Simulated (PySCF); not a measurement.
Bonding in `COc1nnsc1C=O`

Species: C4H4N2O2S.
SMILES with atom numbers: `[CH3:1][O:2][c:3]1[n:4][n:5][s:6][c:7]1[CH:8]=[O:9]` (hydrogens: H10, H11, H12 on C1; H13 on C8)

Structure used (GFN2-xTB), in Å, numbered top down from 1:
```xyz
13
C4H4N2O2S angstrom
C      2.2254   -0.2380   -0.1266
O      0.8693   -0.6604   -0.1672
C     -0.0249    0.2915   -0.3891
N      0.3038    1.5806   -0.5699
N     -0.6881    2.3455   -0.7698
S     -2.1373    1.5960   -0.7628
C     -1.4081    0.0637   -0.4603
C     -2.1129   -1.1862   -0.3141
O     -3.3072   -1.3285   -0.3869
H      2.3767    0.4905    0.6722
H      2.8098   -1.1355    0.0620
H      2.5159    0.2138   -1.0769
H     -1.4268   -2.0327   -0.1212
```

Bond orders from the PBE0/pcSseg-1 density (PySCF). The structure is a single GFN2-xTB conformer in the gas phase; no vibrational or solvent corrections.

Problem. Where do the orders between heavy atoms depart from those drawn in the SMILES?

Solution. The largest departure is 0.324, at S6–C7 (drawn aromatic, 1.176), counting aromatic bonds as 1.5. Drawn single, order below 0.88: C1–O2 (0.863). The bonds drawn aromatic range from 1.18 to 1.48.

Problem. Set the Mayer orders of the bonds between heavy atoms beside their lengths.

Solution. 
```tsv
bond	drawn as	length (Å)	Mayer order
C1–O2	single	1.421	0.863
O2–C3	single	1.325	1.109
C3–N4	aromatic	1.343	1.272
N4–N5	aromatic	1.268	1.478
N5–S6	aromatic	1.632	1.212
S6–C7	aromatic	1.724	1.176
C7–C8	single	1.442	1.031
C8–O9	double	1.205	1.978
C7–C3	aromatic	1.404	1.268
```

Bonds between the same two heavy elements. C–O: lowest C1–O2 (0.863, 1.421 Å), highest C8–O9 (1.978, 1.205 Å). C–C: lowest C7–C8 (1.031, 1.442 Å), highest C7–C3 (1.268, 1.404 Å).

Problem. And the bonds to hydrogen?

Solution. C–H: 0.95 to 0.96 (4 bonds).

Problem. Sum the orders of all bonds at each heavy atom with more than one neighbour and set the sums beside the valence in the SMILES.

Solution. C1 3.750 (drawn 4), O2 1.972 (drawn 2), C3 3.649 (drawn 4), N4 2.750 (drawn 3), N5 2.690 (drawn 3), S6 2.388 (drawn 2), C7 3.475 (drawn 4), C8 3.956 (drawn 4). Orders between atoms that aren't bonded are not in these sums.

For a closed shell the Mayer order of atoms A and B is Σ (PS)μν (PS)νμ over the basis functions μ on A and ν on B, with P the density and S the overlap matrix.
